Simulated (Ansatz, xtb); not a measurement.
## C4H2ClFSe: which of two isomers lies lower

Structure a: `Fc1c[se]c(Cl)c1`, a singlet. Structure b: `Fc1cc[se]c1Cl`, a singlet. Both are isolated molecules in the gas phase, relaxed with B3LYP-D3(BJ)/def2-SVP.

Quicker runs give these differences E(b) − E(a): GFN2-xTB +0.084 eV; HF/STO-3G +0.026 eV (at GFN2-xTB geometries); r2SCAN-D4/def2-SVP +0.065 eV (at GFN2-xTB geometries).

Task: Estimate E(b) − E(a) at the level CCSD(T)/def2-SVP + ΔMP2/def2-TZVPP.

Result: Calculated at CCSD(T)/def2-SVP + ΔMP2/def2-TZVPP: E(b) − E(a) = +0.058 eV, so structure a lies lower.

Level by level:

| level | geometry | E(b) − E(a) (eV) | departure from the last row (eV) | job, with rough time for the two |
| --- | --- | --- | --- | --- |
| GFN2-xTB | GFN2-xTB | +0.084 | +0.026 | optimisation, 0.6 s |
| HF/STO-3G | GFN2-xTB | +0.026 | −0.032 | single point, 3.6 s |
| r2SCAN-D4/def2-SVP | GFN2-xTB | +0.065 | +0.006 | single point, 14 s |
| B3LYP-D3(BJ)/def2-SVP | B3LYP-D3(BJ)/def2-SVP | +0.066 | +0.007 | optimisation, 2.3 min |
| HF/def2-SVP | B3LYP-D3(BJ)/def2-SVP | +0.069 | +0.010 | part of the CCSD(T) run |
| MP2/def2-SVP | B3LYP-D3(BJ)/def2-SVP | +0.064 | +0.005 | part of the CCSD(T) run |
| CCSD(T)/def2-SVP | B3LYP-D3(BJ)/def2-SVP | +0.057 | −0.001 | single point |
| CCSD(T)/def2-SVP + ΔMP2/def2-TZVPP | B3LYP-D3(BJ)/def2-SVP | +0.058 |  | single point, 4.5 min |

As drawn, both hold the same kinds of bond in the same numbers.

The levels shown agree on the order. The largest departure from CCSD(T)/def2-SVP + ΔMP2/def2-TZVPP is that of HF/STO-3G, 0.032 eV. The last row adds to CCSD(T) the change of the MP2 difference between the two basis sets, here +0.001 eV.

With thermal terms from frequencies at re-optimised GFN2-xTB minima (ideal gas, soft modes damped towards free rotors, one conformer each, 298.15 K, 1 atm): on the last row, ΔE + ΔZPE = +0.059, ΔH = +0.060, ΔG = +0.058 eV.

The correlated steps freeze 19 core orbitals; the filled d shell of Se is correlated, in a basis made for valence electrons. Codes used: Ansatz 0.2.0, xtb 6.7.1; the last row on 2 threads of Intel(R) Xeon(R) Processor @ 2.50GHz (Skylake/Cascade Lake) on a shared host.
